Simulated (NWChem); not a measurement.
System: AlNH$_{3}$OBr; SMILES [NH2][Al]([OH])[Br]

NWChem printed, in part:

```
             Northwest Computational Chemistry Package (NWChem) 7.3.0
             --------------------------------------------------------

 CS  symmetry detected

                             Geometry "geometry" -> ""
                             -------------------------

 Output coordinates in angstroms (scale by  1.889725989 to convert to a.u.)

  No.       Tag          Charge          X              Y              Z
 ---- ---------------- ---------- -------------- -------------- --------------
    1 Al                  13.0000     0.01773765    -0.95665080     0.00000000
    2 Br                  35.0000     0.00680570     1.30150583     0.00000000
    3 O                    8.0000     1.46922983    -1.83245055     0.00000000
    4 H                    1.0000     2.35080536    -1.45847397     0.00000000
    5 N                    7.0000    -1.50858819    -1.82471551     0.00000000
    6 H                    1.0000    -1.59000191    -2.83480837     0.00000000
    7 H                    1.0000    -2.42331395    -1.39034845     0.00000000

 Effective nuclear repulsion energy (a.u.)     295.1051751000

      Symmetry information
      --------------------

 Group name             Cs
 Group number              2
 Group order               2
 No. of unique centers     7

                                 NWChem DFT Module
                                 -----------------

 Summary of "ao basis" -> "ao basis" (spherical)
 ------------------------------------------------------------------------------
       Tag                 Description            Shells   Functions and Types
 ---------------- ------------------------------  ------  ---------------------
 Al                         def2-svp                 8       18   4s3p1d
 Br                         def2-svp                12       32   5s4p3d
 O                          def2-svp                 6       14   3s2p1d
 H                          def2-svp                 3        5   2s1p
 N                          def2-svp                 6       14   3s2p1d

      Symmetry analysis of basis
      --------------------------

        a'         67
        a"         26

            General Information
            -------------------
          SCF calculation type: DFT
          Wavefunction type:  closed shell.
          No. of atoms     :     7
          No. of electrons :    66
           Alpha electrons :    33
            Beta electrons :    33
          Charge           :     0
          Spin multiplicity:     1
          Use of symmetry is: on ; symmetry adaption is: on
          Maximum number of iterations: 150
          AO basis - number of functions:    93
                     number of shells:    41
          Convergence on energy requested:  1.00D-06
          Convergence on density requested:  1.00D-05
          Convergence on gradient requested:  5.00D-04

              XC Information
              --------------
                         B3LYP Method XC Potential
                     Hartree-Fock (Exact) Exchange  0.200
                        Slater Exchange Functional  0.800 local
                    Becke 1988 Exchange Functional  0.720 non-local
              Lee-Yang-Parr Correlation Functional  0.810
                  VWN I RPA Correlation Functional  0.190 local

             Grid Information
             ----------------
          Grid used for XC integration:  xcoarse
          Radial quadrature: Mura-Knowles
          Angular quadrature: Lebedev.
          Tag              B.-S. Rad. Rad. Pts. Rad. Cut. Ang. Pts.
          ---              ---------- --------- --------- ---------
          Al                  1.25       42           8.0       194
          Br                  1.15       75          11.0       194
          O                   0.60       21          10.0       194
          H                   0.35       21          11.0       194
          N                   0.65       21          10.0       194
          Grid pruning is: on
          Number of quadrature shells:   222
          Spatial weights used:  Erf1

      Superposition of Atomic Density Guess
      -------------------------------------

 Sum of atomic energies:       -2944.31039822

      Non-variational initial energy
      ------------------------------

 Total energy =   -2945.377223
 1-e energy   =   -4684.207051
 2-e energy   =    1443.724652
 HOMO         =      -0.365907
 LUMO         =      -0.026525

      Symmetry analysis of molecular orbitals - initial
      -------------------------------------------------

  Numbering of irreducible representations:

     1 a'          2 a"

  Orbital symmetries:

     1 a'          2 a'          3 a'          4 a'          5 a"
     6 a'          7 a'          8 a'          9 a'         10 a'
    11 a'         12 a"         13 a'         14 a'         15 a'
    16 a"         17 a'         18 a'         19 a'         20 a"
    21 a"         22 a'         23 a'         24 a'         25 a'
    26 a'         27 a'         28 a'         29 a"         30 a'
    31 a"         32 a'         33 a"         34 a'         35 a"
    36 a'         37 a'         38 a'         39 a'         40 a'
    41 a'         42 a"         43 a'

[...]

                         DFT ENERGY GRADIENTS

    atom               coordinates                        gradient
                 x          y          z           x          y          z
   1 Al      0.033519  -1.807808   0.000000   -0.001339   0.000927   0.000000
   2 Br      0.012861   2.459489   0.000000    0.000003  -0.003052   0.000000
   3 O       2.776442  -3.462829   0.000000    0.001866   0.001331   0.000000
   4 H       4.442378  -2.756116   0.000000   -0.002522  -0.000746   0.000000
   5 N      -2.850818  -3.448212   0.000000   -0.000360   0.000206   0.000000
   6 H      -3.004668  -5.357011   0.000000    0.000244   0.002479   0.000000
   7 H      -4.579399  -2.627378   0.000000    0.002109  -0.001145   0.000000
```

Level: B3LYP/def2-SVP. Structure relaxed at the PBE0/def2-SVP level.

Question: Write an input that gives this output.

Answer: Several could match; the one computed here: the input that was run:
```
start job
memory heap 200 mb stack 900 mb global 1100 mb
geometry units angstroms noautoz
  Al     0.026901    -1.040922     0.000000
  Br     0.169424     1.212759     0.000000
  O      1.415533    -2.013319     0.000000
  H      2.320481    -1.700105     0.000000
  N     -1.554878    -1.803275     0.000000
  H     -1.704734    -2.805502     0.000000
  H     -2.437977    -1.307761     0.000000
end
basis spherical
  * library def2-svp
end
dft
  xc b3lyp
  grid xcoarse
  iterations 150
  mulliken
end
task dft gradient
```
